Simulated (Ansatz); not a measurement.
Ansatz results at the PBE0-D4/def2-TZVP geometry: LUMO energy (PBE0/def2-TZVPP) -2.43 eV; LUMO energy (B3LYP/def2-TZVPP) -2.58 eV; size of the dipole moment (B3LYP/def2-TZVPP) 1.33 D.

Each molecule was computed in one conformer, which needn't be the lowest.

Question: Which molecule gave them?
A. `N[SiH2][SeH]`
B. `C[SiH2]C(=S)S`
C. `OC1=NC(F)O1`
D. `N[SiH](C=O)CO`

Answer: B. The others give `N[SiH2][SeH]`: 0.19, -0.09, 1.94; `OC1=NC(F)O1`: 0.50, 0.07, 2.05; `N[SiH](C=O)CO`: -1.45, -1.72, 2.73.

B3LYP here is the variant with VWN-RPA as its local correlation; programs differ in this.
